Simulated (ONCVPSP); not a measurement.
## C (Z = 6): ONCV pseudisation with PBE, scalar-relativistic reference atom.

Input for ONCVPSP 4.0.1:

```
# ATOM AND REFERENCE CONFIGURATION
# atsym  z   nc   nv     iexc    psfile
  C 6.00    1    2        4      upf
#
#   n    l    f
    1    0    2.00
    2    0    2.00
    2    1    0.50
#
# PSEUDOPOTENTIAL AND OPTIMIZATION
# lmax
    2
#
#   l,   rc,      ep,       ncon, nbas, qcut
    0    1.15    0.00    4    8    5.70
    1    2.80    0.00    4    7    5.10
    2    2.55    0.25    4    9    3.80
#
# LOCAL POTENTIAL
# lloc, lpopt,  rc(5),   dvloc0
    4    5    1.00    2.00
#
# VANDERBILT-KLEINMAN-BYLANDER PROJECTORs
# l, nproj, debl
    0    2    2.40
    1    2    0.80
    2    2    3.50
#
# MODEL CORE CHARGE
# icmod, fcfact, rcfact
    4    0.40    0.00
#
# LOG DERIVATIVE ANALYSIS
# epsh1, epsh2, depsh
   -3.00    5.00    0.02
#
# OUTPUT GRID
# rlmax, drl
    6.00    0.01
#
# TEST CONFIGURATIONS
# ncnf
    4
# nvcnf
#   n    l    f
    2
    2    0    2.00
    2    1    2.00
#
    2
    2    0    2.00
    2    1    1.00
#
    2
    2    0    2.00
    2    1    0.00
#
    2
    2    0    1.00
    2    1    3.00
#
```

Command:

```bash
oncvpsp.x < C.dat > C.out
```

The program printed (shortened: citation, most of the input echo, consistency checks and plot data are left out):

```
ONCVPSP  (Optimized Norm-Conservinng Vanderbilt PSeudopotential)
scalar-relativistic version 4.0.1

#   n    l    f        energy (Ha)
    1    0    2.00    -1.0946234E+01
    2    0    2.00    -1.2048356E+00
    2    1    0.50    -8.8353357E-01

Reference configufation results
  iterations    23
  all-electron total energy (Ha)   -3.69896577D+01

Begin loop to  construct optimized pseudo wave functions
and semi-local pseudopoentials for all angular momenta

   Wellstate for l =  0  n =  4
     eigenvalue =   1.1952
     asymptotic potential =   1.6952
     half-point radius =  3.4179

Calculating optimized projector #   1

 for l=   0

    Fraction of norm inside rc  0.365423
    Optimizing pswf for qcut=   5.71 a_B^-1,  ecut=  16.33 Ha
    Residual kinetic energy error=  2.08D-03 Ha

    Energy error per electron        Cutoff
         Ha          eV             Ha
         0.01000     0.27211       11.64
         0.00100     0.02721       21.15
         0.00010     0.00272      113.70
         0.00001     0.00027      136.93

Calculating optimized projector #   2

 for l=   0

    Fraction of norm inside rc  0.064395
    Optimizing pswf for qcut=   5.71 a_B^-1,  ecut=  16.33 Ha
    Residual kinetic energy error=  1.59D-03 Ha

    Energy error per electron        Cutoff
         Ha          eV             Ha
         0.01000     0.27211       10.69
         0.00100     0.02721       17.64
         0.00010     0.00272       43.47
         0.00001     0.00027      155.05

WARNING wellstate: moderately localized bound state found for n= 3 l=  1
WARNING scattering state with energy  0.05000000
WARNING will be used for the first projector

   Wellstate for l =  1  n =  4
     eigenvalue =   0.0500
     asymptotic potential =   0.5500
     half-point radius =  9.5753

Calculating optimized projector #   1

 for l=   1

    Fraction of norm inside rc  0.959555
    Optimizing pswf for qcut=   5.11 a_B^-1,  ecut=  13.03 Ha
    Residual kinetic energy error=  8.00D-07 Ha

    Energy error per electron        Cutoff
         Ha          eV             Ha
         0.01000     0.27211        7.00
         0.00100     0.02721        8.93
         0.00010     0.00272       10.53
         0.00001     0.00027       11.68

Calculating optimized projector #   2

 for l=   1

    Fraction of norm inside rc  0.126942
    Optimizing pswf for qcut=   5.11 a_B^-1,  ecut=  13.03 Ha
    Residual kinetic energy error=  6.68D-06 Ha

    Energy error per electron        Cutoff
         Ha          eV             Ha
         0.01000     0.27211        6.63
         0.00100     0.02721        9.14
         0.00010     0.00272       11.07
         0.00001     0.00027       13.09

WARNING wellstate: moderately localized bound state found for n= 3 l=  2
WARNING scattering state with energy  0.05000000
WARNING will be used for the first projector

   Wellstate for l =  2  n =  4
     eigenvalue =   0.0500
     asymptotic potential =   0.5500
     half-point radius = 10.5306

   Wellstate for l =  2  n =  6
     eigenvalue =   3.5500
     asymptotic potential =   4.0500
     half-point radius =  4.0945

Calculating optimized projector #   1

 for l=   2

    Fraction of norm inside rc  0.146770
    Optimizing pswf for qcut=   3.80 a_B^-1,  ecut=   7.24 Ha
    Residual kinetic energy error=  8.12D-05 Ha

    Energy error per electron        Cutoff
         Ha          eV             Ha
         0.01000     0.27211        2.94
         0.00100     0.02721        5.08
         0.00010     0.00272        7.23
         0.00001     0.00027       29.51

Calculating optimized projector #   2

 for l=   2

    Fraction of norm inside rc  0.195360
    Optimizing pswf for qcut=   3.80 a_B^-1,  ecut=   7.24 Ha
    Residual kinetic energy error=  7.60D-02 Ha

    Energy error per electron        Cutoff
         Ha          eV             Ha
         0.01000     0.27211        9.82
         0.00100     0.02721       51.17
         0.00010     0.00272       60.45
         0.00001     0.00027       75.46

Construct Vanderbilt / Kleinmman-Bylander projectors

B matrix Hermiticity error, ll=   0
   1   2   -9.1522E-05

  Orthonormal projector coefficients  6.0478E+00  1.4385E+00

B matrix Hermiticity error, ll=   1
   1   2   -1.4922E-05

  Orthonormal projector coefficients -9.0986E-01 -5.0408E-01

B matrix Hermiticity error, ll=   2
   1   2    1.6621E-05

  Orthonormal projector coefficients  3.5948E+01 -1.3207E+00

Model core correction analysis
  based on d2Exc/dn_idn_j

d2excae - all-electron derivatives

   -7.241749D-02   -6.548784D-02
   -6.549969D-02   -6.444079D-02

d2excps - pseudofunction derivatives with no core correction

   -7.319951D-02   -7.012468D-02
   -7.012354D-02   -6.938101D-02

rms 2nd derivative error    4.119997E-03

rmatch, rhocmatch    0.5995    1.8151

Coarse scan for minimum error
  matrix elements: rms 2nd-derivative errors (mHa)
  column index : amplitude prefactor to rhocmatch
  row index : scale prefactor to rmatch

         1.500  2.000  2.500  3.000  3.500  4.000  4.500  5.000  5.500  6.000

  1.0    4.283  4.459  4.600  4.704  4.776  4.821  4.846  4.854  4.850  4.836
  1.1    4.146  4.352  4.530  4.668  4.771  4.844  4.893  4.923  4.937  4.939
  1.2    3.964  4.176  4.369  4.526  4.649  4.742  4.811  4.860  4.892  4.910
  1.3    3.750  3.947  4.139  4.303  4.437  4.544  4.628  4.693  4.740  4.773
  1.4    3.520  3.692  3.872  4.033  4.170  4.283  4.374  4.445  4.500  4.539
  1.5    3.291  3.432  3.591  3.738  3.864  3.967  4.049  4.111  4.155  4.183
  1.6    3.072  3.181  3.310  3.428  3.525  3.600  3.653  3.688  3.704  3.707
  1.7    2.870  2.953  3.048  3.128  3.189  3.230  3.253  3.262  3.260  3.252
  1.8    2.702  2.780  2.863  2.930  2.984  3.027  3.067  3.109  3.158  3.217
  1.9    2.603  2.736  2.873  3.004  3.137  3.279  3.438  3.615  3.813  4.031

Nelder-Mead iteration
 converged in  68 steps
amplitude prefactor, scale prefactor
    0.0464    6.7734

Optimized Teter model core charge

d2excps - pseudofunction derivatives with core correction

   -6.957818D-02   -6.640332D-02
   -6.643304D-02   -6.522665D-02

rms 2nd derivative error    1.611558E-03

Pseudoatom total energy   -4.600319

Diagnostic tests using Vanderbilt-Kleinman-Bylander pseudopotentials
  1 or more projectors used as specified by nproj input data

   l    rcore       rmatch      e in        delta e   norm test  slope test

   0   1.1507464   1.1856856  -1.2048356  -0.0000078   1.0000345   1.0001518
   0   1.1507464   1.1856856   1.1951644   0.0000064   1.0001649   1.0001649

   1   2.8059425   2.8911369  -0.8835336  -0.0000001   1.0000229   1.0000236
   1   2.8059425   2.8911369   0.0500000   0.0000021   1.0000221   1.0000221

   2   2.5651280   2.6430109   0.0500000   0.0000020   1.0000098   1.0000098
   2   2.5651280   2.6430109   3.5500000   0.0000113   1.0000606   1.0000606

 Testing for bound ghosts
   n   l    E NL Schr. Eq   E Basis Diag.   E Cutoff

   1   0       -1.204843       -1.188121    196.81

   2   1       -0.883534       -0.883495     28.44

   3   2       -0.174464       -0.154377     67.20

 Testing for highly-localized positive-energy ghosts
       l    <radius>/rc     E Basis Diag.   E Cutoff

       2        0.904259       28.927219     67.20  WARNING - GHOST(+)

       2        0.853417       37.023083     67.20  WARNING - GHOST(+)

       2        0.821776       63.811668     67.20  WARNING - GHOST(+)

Test configuration 0

   n   l     f        eae           eps        diff
   1   0  2.0000  -10.94623438
   2   0  2.0000   -1.20483565   -1.20484344   -7.79D-06
   2   1  0.5000   -0.88353357   -0.88353370   -1.29D-07

    Total energies and differences
      AE_ref= -3.69896577D+01  AE_tst= -3.69896577D+01  dif=  0.00D+00
      PS_ref= -4.60031924D+00  PS_tst= -4.60031924D+00  dif=  8.88D-16
      PSP excitation error= -8.88D-16

Test configuration 1

   n   l     f        eae           eps        diff
   1   0  2.0000  -10.04653975
   2   0  2.0000   -0.50533470   -0.49961469    5.72D-03
   2   1  2.0000   -0.19423794   -0.20103336   -6.80D-03

    Total energies and differences
      AE_ref= -3.69896577D+01  AE_tst= -3.77648101D+01  dif= -7.75D-01
      PS_ref= -4.60031924D+00  PS_tst= -5.38895453D+00  dif= -7.89D-01
      PSP excitation error=  1.35D-02

Test configuration 2

   n   l     f        eae           eps        diff
   1   0  2.0000  -10.59828850
   2   0  2.0000   -0.94660504   -0.94952151   -2.92D-03
   2   1  1.0000   -0.62491307   -0.63491151   -1.00D-02

    Total energies and differences
      AE_ref= -3.69896577D+01  AE_tst= -3.73656641D+01  dif= -3.76D-01
      PS_ref= -4.60031924D+00  PS_tst= -4.97920945D+00  dif= -3.79D-01
      PSP excitation error=  2.88D-03

Test configuration 3

   n   l     f        eae           eps        diff
   1   0  2.0000  -11.33875003
   2   0  2.0000   -1.48389780   -1.47496385    8.93D-03

    Total energies and differences
      AE_ref= -3.69896577D+01  AE_tst= -3.64779494D+01  dif=  5.12D-01
      PS_ref= -4.60031924D+00  PS_tst= -4.09310337D+00  dif=  5.07D-01
      PSP excitation error=  4.49D-03

Test configuration 4

   n   l     f        eae           eps        diff
   1   0  2.0000  -10.08204617
   2   0  1.0000   -0.52188039   -0.51829136    3.59D-03
   2   1  3.0000   -0.20992004   -0.21794188   -8.02D-03

    Total energies and differences
      AE_ref= -3.69896577D+01  AE_tst= -3.74532557D+01  dif= -4.64D-01
      PS_ref= -4.60031924D+00  PS_tst= -5.08945175D+00  dif= -4.89D-01
      PSP excitation error=  2.55D-02
```

The run took about 11 s on one core of a shared server CPU.
